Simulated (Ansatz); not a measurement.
Species: C4H6O, charge 0, singlet. C4H6O (SMILES O1CC=CC1).
B3LYP-D3(BJ)/def2-TZVP minimum from Ansatz (an electronic-structure program):
```xyz
11

C     -0.7370     0.9384    -0.3116
C      0.5515     1.1018    -0.0514
C      1.1733    -0.2168     0.2946
O      0.1058    -1.1637     0.2071
C     -1.1075    -0.5061    -0.1659
H     -1.4427     1.7080    -0.5896
H      1.1027     2.0309    -0.0757
H      1.5953    -0.2288     1.3076
H      1.9744    -0.4983    -0.4008
H     -1.8683    -0.6682     0.6084
H     -1.4892    -0.9377    -1.1001
```
Charge 0, spin multiplicity 1.

Total energies in hartree (Ansatz). UHF or UKS for unpaired electrons; spin-orbit terms are left out. Cores are frozen in correlated methods. No relativity. Where a partner has so few electrons that a lower coupled-cluster level is exact, that level stands in.

| species | HF/cc-pVTZ | CCSD(T)/cc-pVTZ | HF/cc-pVQZ | CCSD(T)/cc-pVQZ | CCSD(T)/cc-pVDZ | CCSDT(Q)/cc-pVDZ |
|---|---|---|---|---|---|---|
| 1: C4H6O (2,5-dihydrofuran, SMILES C1=CCOC1) | -229.87024 | -230.82815 | -229.88603 | -230.89769 | -230.59072 | -230.59343 |
| 2: C (triplet) | -37.69157 | -37.78076 | -37.69331 | -37.78654 | -37.76038 | -37.76071 |
| 3: O (triplet) | -74.81176 | -74.97396 | -74.81729 | -74.99357 | -74.90995 | -74.91013 |
| 4: H (doublet) | -0.49981 | -0.49981 | -0.49995 | -0.49995 | -0.49928 | -0.49928 |

Task: Work out the atomisation energy (electronic, to ground-state atoms) in kcal/mol: take Hartree-Fock from cc-pVQZ, extrapolate the CCSD(T) correlation energy as X^-3 (X = 3, 4), and add CCSDT(Q) - CCSD(T) in cc-pVDZ. 1 hartree = 627.51 kcal/mol.

Result: 
Species 1: correlation (64·(-1.01166) - 27·(-0.95791))/37 = -1.05088; step -0.00271; E1 = -229.88603 + (-1.05088) + (-0.00271) = -230.93962
Species 2: correlation (64·(-0.09323) - 27·(-0.08919))/37 = -0.09618; step -0.00033; E2 = -37.69331 + (-0.09618) + (-0.00033) = -37.78982
Species 3: correlation (64·(-0.17628) - 27·(-0.16220))/37 = -0.18655; step -0.00018; E3 = -74.81729 + (-0.18655) + (-0.00018) = -75.00402
Species 4: correlation (64·(0.00000) - 27·(0.00000))/37 = 0.00000; step +0.00000; E4 = -0.49995 + (0.00000) + (+0.00000) = -0.49995
-1·E1 +4·E2 +1·E3 +6·E4 = 1.77662 hartree = 1114.8 kcal/mol.
